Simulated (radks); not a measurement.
Spherical quantum dot in the effective-mass picture: electrons in a hard-walled sphere of radius 8.45, with a point charge +1 (a donor) at the centre, all in effective atomic units (hartree* = m*/eps^2 hartree, bohr* = eps/m* bohr), one dielectric constant everywhere. Calculated with a radial shooting solver with Libxc functionals: non-relativistic Kohn-Sham, LDA (Slater exchange, Perdew-Wang correlation), spin-polarised, spherical densities. Levels are named by radial order and angular momentum (1s, 1p, 1d, 2s, ...), and open shells are averaged over m. Results are scaled to m* = 0.319 and eps = 7, for which hartree* = 177.2 meV and bohr* = 1.161 nm.

N = 25, configuration 1s2 1p6 1d10 2s(up 1, down 0) 1f(up 6, down 0). This is the lowest configuration that the search found. Occupied and some empty levels:

level,occupation,eigenvalue (meV),<r> (nm)
1s up,1,604.77,7.159
1s down,1,609.59,7.286
1p up,3,610.02,7.435
1p down,3,614.62,7.417
1d up,5,619.29,7.534
1d down,5,623.95,7.520
2s up,1,625.00,2.177
1f up,6,632.62,7.629
1f down,0,637.34,7.620
2s down,0,648.84,2.707
1g up,0,649.77,7.720
1g down,0,654.54,7.714
2p up,0,682.08,4.831
2p down,0,686.69,4.991
2d up,0,708.19,5.589
2d down,0,711.43,5.616

Energy (meV): total 7722.45, kinetic 1440.3, external -842.28, Hartree 8098.2, exchange-correlation -973.78.

Electron density:

r (nm),n(r) (e/nm^3)
0.298,0.1125
0.785,0.04839
1.27,0.02118
1.76,0.009494
2.25,0.004421
2.73,0.002230
3.22,0.001352
3.71,0.001145
4.20,0.001376
4.68,0.002000
5.17,0.003073
5.66,0.004661
6.15,0.006764
6.63,0.009174
7.12,0.01136
7.61,0.01241
8.10,0.01134
8.58,0.007944
9.07,0.003503
9.56,0.0004364
